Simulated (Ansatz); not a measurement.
Cost and result up the ladder for the cluster Li₅Br₄ (9 atoms). Charge 0, multiplicity 2. Geometry: PBE-D4/def2-SVP.

Cartesian coordinates in Å:
```
Li 2.0305 0.0257 -0.4603
Li 0.8680 1.6018 2.0881
Li -1.3032 1.3161 -0.9011
Li -1.2598 -1.2179 0.5145
Li -0.2563 -1.1144 -2.2792
Br -2.5605 -0.7236 -1.5687
Br 0.8631 -2.1859 -0.3467
Br 3.0283 1.2433 1.3363
Br -1.4101 1.0549 1.6171
```

Ansatz on 4 threads of Arm Neoverse N1 on a shared host. Times are rough, and most runs start from the orbitals of an earlier one. PBE0-D4/def2-TZVP serves as the yardstick here, not as an exact answer. Differences are given only for rows in sets of like size (and for xTB, whose basis is part of the method), since another set adds its own error. Binding counts from free atoms at the same level (Li doublet, Br doublet; other spins of the atoms weren't run), without zero-point energy or a counterpoise term.

LC-ωPBE has ω = 0.4 bohr⁻¹. Correlated methods freeze 36 core orbitals; core or outer-core shells of Li, Br are correlated, in sets that lack core-valence functions. Another isomer (doublet) lies 0.07 eV lower at PBE0-D4/def2-TZVP; other spin states weren't run for this one.

Run but left out: B97M-V/def2-TZVP (an occupied level 0.80 eV above an empty one).

Correlated methods converge slowly with the basis.

```json
{"level": "HF/STO-3G", "functions": "97", "wall time": "2.6 s", "binding energy per atom (eV)": "2.90", "difference from PBE0-D4/def2-TZVP (eV)": "–"}
{"level": "PBE-D4/def2-SVP", "functions": "173", "wall time": "11 s", "binding energy per atom (eV)": "2.66", "difference from PBE0-D4/def2-TZVP (eV)": "–"}
{"level": "revPBE-D4/def2-TZVP", "functions": "262", "wall time": "15 s", "binding energy per atom (eV)": "2.50", "difference from PBE0-D4/def2-TZVP (eV)": "-0.08"}
{"level": "PBE-D4/def2-TZVP (with forces)", "functions": "262", "wall time": "17 s", "binding energy per atom (eV)": "2.58", "difference from PBE0-D4/def2-TZVP (eV)": "0.00"}
{"level": "PBE0-D4/def2-SVP", "functions": "173", "wall time": "21 s", "binding energy per atom (eV)": "2.65", "difference from PBE0-D4/def2-TZVP (eV)": "–"}
{"level": "LC-ωPBE/def2-TZVP", "functions": "262", "wall time": "24 s", "binding energy per atom (eV)": "2.53", "difference from PBE0-D4/def2-TZVP (eV)": "-0.04"}
{"level": "MP2/def2-TZVP", "functions": "262", "wall time": "35 s", "binding energy per atom (eV)": "2.56", "difference from PBE0-D4/def2-TZVP (eV)": "-0.02"}
{"level": "RPA@PBE/def2-TZVP", "functions": "262", "wall time": "35 s", "binding energy per atom (eV)": "2.25", "difference from PBE0-D4/def2-TZVP (eV)": "-0.32"}
{"level": "PBE0-D4/def2-TZVP", "functions": "262", "wall time": "37 s", "binding energy per atom (eV)": "2.57", "difference from PBE0-D4/def2-TZVP (eV)": "0.00"}
{"level": "r2SCAN-D4/def2-TZVP", "functions": "262", "wall time": "43 s", "binding energy per atom (eV)": "2.62", "difference from PBE0-D4/def2-TZVP (eV)": "0.05"}
```
